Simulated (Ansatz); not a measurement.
`F[Si]([SiH3])(Cl)Br` + H₂ → `[SiH3][SiH](Cl)Br` + H–F at 500 K and 1 bar (hydrogenolysis of the Si–F bond).

Computed with Ansatz on PBE0-D4/def2-TZVP structures; ΔE is electronic, products minus reactants. CCSD(T)/CBS is the MP2 limit (def2-TZVPP, def2-QZVPP) plus CCSD(T) − MP2 in def2-TZVPP, frozen cores. This one scheme is used for every species. For Br outer-core shells are correlated without core-valence functions, which leaves a few kJ/mol of doubt a bond. Scalar relativity is left out up to krypton.

```tsv
species	CCSD(T)/CBS energy (Eh)	H − E (kJ/mol)	S (J/(mol·K))
`F[Si]([SiH3])(Cl)Br`	-3713.01520	131.9	451.7
H₂	-1.17544	41.0	145.5
`[SiH3][SiH](Cl)Br`	-3613.75019	141.5	428.0
H–F	-100.39570	39.4	188.7
```

H − E and S are ideal-gas, rigid-rotor, harmonic terms from PBE0-D4/def2-TZVP, for one conformer and one mirror image of each species. For small species the MP2-based limit differs from directly extrapolated CCSD(T) by up to some mEh (0.8 for H₂); such offsets cancel only in part. 1 Eh = 2625.50 kJ/mol, R = 8.31446 J/(mol·K).

Q: By hand: ΔE, ΔH, ΔS and ΔG.

A: ΔE = (-3613.75019) + (-100.39570) − (-3713.01520) − (-1.17544) = 0.04475 Eh = 117.5 kJ/mol. Δ(H − E) = 141.5 + 39.4 − 131.9 − 41.0 = 8.0, so ΔH = 125.5 kJ/mol. ΔS = 428.0 + 188.7 − 451.7 − 145.5 = 19.5 J/(mol·K). ΔG = 125.5 − 500 × (19.5)/1000 = 115.8 kJ/mol.

Q: By hand: the equilibrium constant, and the temperature at which ΔG would vanish if ΔH and ΔS stayed fixed.

A: log₁₀ K = −ΔG/(RT ln 10) = -12.1. ΔG = 0 at ΔH/ΔS = 6436 K, far beyond where these terms or the molecules hold.

ΔH outweighs TΔS. A doubt of 5 kJ/mol in ΔE shifts log₁₀ K by 0.5 here. Other conformers and mirror images would add mixing entropy, several J/(mol·K) or more a flexible species. These are equilibria of isolated gas molecules and say nothing of rates. Largest T1 diagnostic: 0.010 (customary marks: 0.02 for closed shells, 0.045 for open ones).
